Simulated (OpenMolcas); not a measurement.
Re4+ (d3) in a complex was computed by CASSCF with the d shell active (OpenMolcas, ANO-RCC-VDZP on the metal). Its lowest spin-free states, and all those of the highest spin:

| 2S+1 | Degeneracy | E (cm-1) |
| --- | --- | --- |
| 4 | 3 | 0.0 |
| 2 | 2 | 1417 |
| 2 | 3 | 8961 |
| 4 | 3 | 9844 |
| 2 | 3 | 10475 |
| 2 | 3 | 12860 |
| 4 | 3 | 16187 |
| 2 | 1 | 16502 |
| 2 | 3 | 18197 |
| 2 | 2 | 19329 |
| 2 | 3 | 20158 |
| 4 | 1 | 20927 |

Question: Is the site octahedral, tetrahedral or cube-like, axial, or of lower symmetry?

Answer: The states with 2S+1 = 4 have orbital degeneracies 3, 3, 3, 1. Threefold states need a cubic site. For d3 at this spin an octahedron puts the single A2 below the threefold T2 and a tetrahedron or cube puts the threefold T1 below the threefold T2, so the site is a tetrahedron or a cube, which this pattern cannot tell apart. The run had Re4+ with 4 ligands (bromide) in tetrahedral coordination (Td) at 2.41 Å. Ligand basis ANO-RCC-VDZP.

Spin-orbit coupling mixes the spin-free states strongly: the lowest level takes only 63 % from its leading state, 4T1. Without dynamic correlation the repulsion within the d shell is too large (B by tens of per cent), so at a given field states of lower spin stand too high. This shell can be high or low spin here, a state of another spin lies low, and with metal d orbitals alone active their balance is uncertain, so the ground spin may be wrong. The least metal-like active orbital is 65 % on the metal (Löwdin) and no ligand orbital is active, so the numbers are rough, and ground spin, moment and any spin crossover can be artefacts of this space; highly charged d ions in such sites are as a rule low spin. With metal d orbitals alone the field can be off either way by tens of per cent. Ligand-to-metal charge-transfer states are missing. With no ligand orbital active B as a rule stays too high, so bands that hang on it stand too high and its fall with covalency is understated. No measured value stands beside these numbers; the geometry was imposed, not optimised, and the real ion may take another.
